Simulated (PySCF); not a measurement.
**Basis set benchmark on one molecule**

Molecule: `Fc1cccc(Cl)c1`, C6H4ClF.

Structure with atom numbers: `[F:1][c:2]1[cH:3][cH:4][cH:5][c:6]([Cl:7])[cH:8]1`. Hydrogens are named by the atom that carries them.

Geometry PBE0-D3(BJ)/def2-SVP throughout; GIAO in PySCF 2.14.0 with density-fitted response routines, gas phase, one conformer, non-relativistic; equivalent atoms averaged; functional PBE0.

Reference values (measured; G. Saielli, R. Bini, A. Bagno, Computational 19F NMR. 2. Organic compounds, RSC Adv. 2014, ESI (exp. from Berger-Braun-Kalinowski 1994 and Everett 1995)): δ(F1) = -111.4 ppm vs CFCl3. Computed shifts are taken against CFCl3, calculated as an isolated molecule at each level.

How do the basis sets STO-3G, pcSseg-0, 6-31G, 6-31G*, cc-pVDZ, def2-SVP, pcSseg-1, aug-cc-pVDZ, 6-311+G(2d,p), def2-TZVP, cc-pVTZ, IGLO-III perform against the reference? Times are CPU seconds on shared hosts with different chips, so compare them loosely.

Answers


```tsv
basis set	functions	F1	abs. error F	core-s
STO-3G	48	-6.8	104.6	4.5
pcSseg-0	84	-100.7	10.7	6.6
6-31G	84	-116.3	4.9	9
6-31G*	124	-102.2	9.2	17
cc-pVDZ	136	-96.8	14.6	19
def2-SVP	136	-88.1	23.3	18
pcSseg-1	163	-107.9	3.5	14
aug-cc-pVDZ	224	-108.9	2.5	41
6-311+G(2d,p)	248	-115.0	3.6	45
def2-TZVP	278	-110.2	1.2	58
cc-pVTZ	300	-106.0	5.4	62
IGLO-III	329	-113.6	2.2	74
```

For ¹⁹F the closest is def2-TZVP (1.2 ppm) and the furthest STO-3G (104.6 ppm). Where a smaller basis beats a larger one, errors probably cancel. One molecule is a small sample, and vibrational and solvent effects are absent from the calculation.

A small basis that lands close on one nucleus may do so by chance; judge by the trend and by all nuclei.
